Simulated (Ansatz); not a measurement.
Input for Ansatz (a program for electronic structure): R-wB97M-V/def2-TZVPP on ClHSi (SMILES [SiH]Cl), atoms moved off the minimum.

Ansatz 0.2 input:
```yaml
crystal:
  periodic: [false, false, false]
  atoms:
    - {symbol: Si, position_ang: [0.68784552, -0.30632021, 0.72175575]}
    - {symbol: H, position_ang: [1.87381967, -0.52700570, -0.29123576]}
    - {symbol: Cl, position_ang: [-0.77479372, 0.29388572, -0.57886777]}
basis:
  gaussian:
    orbitals: def2-TZVPP
hamiltonian:
  xc: {name: wB97M-V}
scf: {lower_state_search: off}
output: {forces: true}
```

Output:

```
WARN ansatz: RAYON_NUM_THREADS=1 ignored (pool sized by the plan → 1); use --threads N
Functional definition: wB97M-V
these checks for a lower state are left out or cut short: stability, starts, cluster_reference, orbital_swaps, neighbouring_geometries, increment
integrals: 0.04 GiB planned
660 factors; their error is unknown
integrals: 0.07 GiB planned
114 factors; integrals over basis functions are off by at most 4.9e-5 eV
mean field: 0.33 GiB planned
mean field evaluation 1: about -20415.1629 eV, gradient 1.2e1 eV
mean field evaluation 2: about -20415.4524 eV, gradient 8.6e0 eV
mean field evaluation 4: about -20415.6049 eV, gradient 2.6e-1 eV
mean field evaluation 8: about -20415.6270 eV, gradient 8.3e-3 eV
mean field evaluation 16: about -20415.6270 eV, gradient 5.9e-6 eV
mean field -20415.62696766 eV, -750.2604528526 hartree, gradient 5.9e-6 eV, S^2 0.000000; 0 other end points of the search recorded, 0 dependent functions left out
the calculation of the forces begins
reference -20415.62700169 eV, -750.2604541033 hartree; 16, 16 occupied and 82, 82 virtual orbitals, 660 factors
Total energy: -20415.62700169 eV, -750.2604541033 hartree
Atom 0 at     0.687846    -0.306320     0.721756 Å, force     0.886095    -0.290819     0.222075 eV/Å
Atom 1 at     1.873820    -0.527006    -0.291236 Å, force    -0.680976     0.170856     0.238536 eV/Å
Atom 2 at    -0.774794     0.293886    -0.578868 Å, force    -0.205119     0.119963    -0.460611 eV/Å
Dipole moment:     0.120786    -0.047246     0.089376 e Å
Checks for a lower state left out: stability, starts, cluster_reference, orbital_swaps, neighbouring_geometries, increment
```

The run converged.

Cost: very roughly 2.5 core-seconds.
